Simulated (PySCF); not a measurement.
Compound: C5H11GeNOSi.
Atom-mapped SMILES: `[CH3:1][N:2]([CH3:3])[C:4](=[O:5])[SiH2:6][C:7]#[C:8][GeH3:9]` (hydrogens: H10, H11, H12 on C1; H13, H14, H15 on C3; H16, H17 on Si6; H18, H19, H20 on Ge9)

Geometry (PBE0-D3(BJ)/def2-SVP, Å), atoms numbered from 1 in this order:
```
atom  x, y, z in Å
C1    -2.8208   -1.5989    0.1433
N2    -1.7890   -0.7390   -0.3834
C3    -1.4011    0.3831    0.4255
C4    -1.2308   -1.0338   -1.5919
O5    -1.5836   -1.9826   -2.2738
Si6    0.1790    0.0637   -2.3360
C7     1.6014    0.2097   -1.1822
C8     2.5183    0.2799   -0.3734
Ge9    3.9500    0.3838    0.8758
H10   -3.0043   -2.3978   -0.5855
H11   -2.5083   -2.0433    1.1037
H12   -3.7540   -1.0345    0.3104
H13   -0.6593    1.0054   -0.0922
H14   -2.2737    1.0178    0.6571
H15   -0.9501    0.0569    1.3790
H16    0.6085   -0.6156   -3.5841
H17   -0.3209    1.4403   -2.6397
H18    4.7380   -0.9327    0.8317
H19    4.8541    1.5638    0.4917
H20    3.3593    0.6032    2.2769
```

Computed with PBE0-D3(BJ)/def2-SVP geometry optimisation, gas phase (PySCF).

Take the most abundant isotopes and a rigid rotor. The values belong to one conformer with, in the numbering `[CH3:1][N:2]([CH3:3])[C:4](=[O:5])[SiH2:6][C:7]#[C:8][GeH3:9]`, C1–N2–C4–O5 2°, N2–C4–Si6–C7 56°.

**Question.** What are A, B and C (cm⁻¹)?

**Answer.** Ia = 281.73, Ib = 1588.00, Ic = 1743.12 u·Å²; 505379 MHz·u·Å²/I gives 1794, 318.2 and 289.9 MHz, that is A = 0.05984, B = 0.01062, C = 0.00967 cm⁻¹.

**Question.** Classify the top.

**Answer.** A near-prolate asymmetric top. Ray's parameter κ = (2B − A − C)/(A − C) = -0.962; −1 is the prolate and +1 the oblate limit.

**Question.** What does the inertial defect say?

**Answer.** Not planar: Δ = Ic − Ia − Ib = -126.60 u·Å². For a rigid frame Δ = −2 Σ m c², so Σ m c² = 63.30 u·Å² lies off the ab plane: 16.39 from hydrogen and 46.91 from heavier atoms. The atom farthest from that plane is 1.95 Å away.

**Question.** Give the other two planar moments, Paa and Pbb, and the rms extents of the mass along the axes.

**Answer.** Paa = Σ m a² = (Ib + Ic − Ia)/2 = 1524.70 and Pbb = Σ m b² = (Ia + Ic − Ib)/2 = 218.43 u·Å². With the mass M = 202.98 u, the rms extents √(P/M) along a, b and c are 2.74, 1.04, 0.56 Å.

**Question.** Where do the levels up to J = 3 lie, in K?

**Answer.** Above 0(0,0), as E/k:
J = 1: 1(0,1) 0.029, 1(1,1) 0.100, 1(1,0) 0.101
J = 2: 2(0,2) 0.088, 2(1,2) 0.157, 2(1,1) 0.161, 2(2,1) 0.374, 2(2,0) 0.374
J = 3: 3(0,3) 0.175, 3(1,3) 0.243, 3(1,2) 0.251, 3(2,2) 0.461, 3(2,1) 0.461, 3(3,1) 0.819, 3(3,0) 0.819
Those of J = 1 are B + C, A + C and A + B.

**Question.** Which lines would a microwave search look for?

**Answer.** The dipole components are |μa| = 1.72 D, |μb| = 2.87 D, |μc| = 1.83 D. Intensities carry the squares of the components, which stand as 0.36 : 1.00 : 0.41 (a : b : c). Some lines, for components of 0.1 D or more:

```json
{"type": "b", "branch": "R", "J(Ka,Kc)": "3(0,3) ← 2(1,2)", "MHz": "375", "lower level (cm⁻¹)": "0.109"}
{"type": "a", "branch": "R", "J(Ka,Kc)": "1(0,1) ← 0(0,0)", "MHz": "608", "lower level (cm⁻¹)": "0.000"}
{"type": "a", "branch": "R", "J(Ka,Kc)": "2(0,2) ← 1(0,1)", "MHz": "1216", "lower level (cm⁻¹)": "0.020"}
{"type": "b", "branch": "Q", "J(Ka,Kc)": "1(1,0) ← 1(0,1)", "MHz": "1504", "lower level (cm⁻¹)": "0.020"}
{"type": "a", "branch": "R", "J(Ka,Kc)": "3(0,3) ← 2(0,2)", "MHz": "1823", "lower level (cm⁻¹)": "0.061"}
{"type": "c", "branch": "R", "J(Ka,Kc)": "1(1,0) ← 0(0,0)", "MHz": "2112", "lower level (cm⁻¹)": "0.000"}
{"type": "b", "branch": "R", "J(Ka,Kc)": "2(1,2) ← 1(0,1)", "MHz": "2664", "lower level (cm⁻¹)": "0.020"}
{"type": "b", "branch": "R", "J(Ka,Kc)": "3(1,3) ← 2(0,2)", "MHz": "3229", "lower level (cm⁻¹)": "0.061"}
{"type": "c", "branch": "R", "J(Ka,Kc)": "3(1,2) ← 2(0,2)", "MHz": "3399", "lower level (cm⁻¹)": "0.061"}
{"type": "c", "branch": "Q", "J(Ka,Kc)": "2(2,1) ← 2(1,1)", "MHz": "4427", "lower level (cm⁻¹)": "0.112"}
{"type": "b", "branch": "Q", "J(Ka,Kc)": "3(2,2) ← 3(1,3)", "MHz": "4554", "lower level (cm⁻¹)": "0.169"}
{"type": "b", "branch": "R", "J(Ka,Kc)": "2(2,1) ← 1(1,0)", "MHz": "5671", "lower level (cm⁻¹)": "0.070"}
{"type": "c", "branch": "R", "J(Ka,Kc)": "2(2,0) ← 1(1,0)", "MHz": "5672", "lower level (cm⁻¹)": "0.070"}
{"type": "b", "branch": "R", "J(Ka,Kc)": "2(2,0) ← 1(1,1)", "MHz": "5700", "lower level (cm⁻¹)": "0.070"}
{"type": "b", "branch": "R", "J(Ka,Kc)": "3(2,2) ← 2(1,1)", "MHz": "6251", "lower level (cm⁻¹)": "0.112"}
{"type": "c", "branch": "Q", "J(Ka,Kc)": "3(3,1) ← 3(2,1)", "MHz": "7447", "lower level (cm⁻¹)": "0.321"}
{"type": "b", "branch": "Q", "J(Ka,Kc)": "3(3,1) ← 3(2,2)", "MHz": "7449", "lower level (cm⁻¹)": "0.320"}
{"type": "b", "branch": "R", "J(Ka,Kc)": "3(3,0) ← 2(2,1)", "MHz": "9274", "lower level (cm⁻¹)": "0.260"}
```

**Question.** Estimate the classical rotational partition function at 25 K, 200 K and 298.15 K.

**Answer.** Point group C1, symmetry number σ = 1; q = (√π/σ)·√((kT/h)³/(ABC)), k/h = 20836.6 MHz/K: 51800 at 25 K, 1170000 at 200 K, 2130000 at 298.15 K.

No PBE0-D3(BJ)/def2-SVP frequencies stand behind this structure, so it isn't proved a minimum. Constants of a rigid frame at the computed geometry: no zero-point averaging, no centrifugal distortion. A rigid rotor knows nothing of internal rotation, which can split or shift real lines. Quadrupole hyperfine structure (14N) is left out.

The run took about 7 min of CPU time (one thread, shared machine). That covers the optimisation of the geometry.
